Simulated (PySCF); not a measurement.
C2H6ClNSi2, SMILES N#CC[Si@H]([SiH3])Cl.

Geometry optimised at r2SCAN-D4/def2-SVP. The structure was generated by enumeration; whether it is a known compound was not checked. One conformer was computed; it need not be the lowest.

The numbers are results of SMD-B3LYP/def2-SVP in PySCF, not measurements.

Solvation free energies are E(SMD) − E(gas) at the gas-phase geometry, for 1 M in both phases. In vacuum the dipole moment is 2.25 D.

Question: Rank water, n-hexane, acetonitrile by solvation free energy, most negative first.

Answer: acetonitrile (-6.3 kcal/mol), n-hexane (-3.4 kcal/mol), water (-1.7 kcal/mol)
